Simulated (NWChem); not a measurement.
**Atomisation of C$_{3}$H$_{3}$**

```xyz
6

C      0.0000     0.0000    -1.2570
C      0.0000     0.0000     0.1136
C      0.0000     0.0000     1.3456
H      0.9392     0.0000    -1.8165
H     -0.9392     0.0000    -1.8165
H      0.0000     0.0000     2.4197
```
Charge 0, spin multiplicity 2.

The numbers come from NWChem runs, not from measurements. Structure: optimised with UPBE0/def2-SVP, a minimum by its harmonic frequencies.

Basis set: def2-TZVP. The atomisation energy is electronic alone: no zero-point, thermal, spin-orbit or counterpoise terms. No value is extrapolated to the basis-set limit. Free atoms are single determinants with multiplicities C 3, H 2.

B3LYP has NWChem's definition, with VWN1-RPA local correlation. The structure started from a generated list of species. The unpaired electrons of the parent sit in orbitals of symmetry b2 (C2v labels of the run); other states weren't searched. The stability of the SCF solutions was not checked.

Problem. Order these methods by the atomisation energy they give, lowest first: LDA (SVWN5), PBE, B3LYP, BP86, PBE0.

Solution. B3LYP (606.8 kcal/mol), PBE0 (613.0 kcal/mol), PBE (627.9 kcal/mol), BP86 (629.8 kcal/mol), LDA (SVWN5) (697.1 kcal/mol)
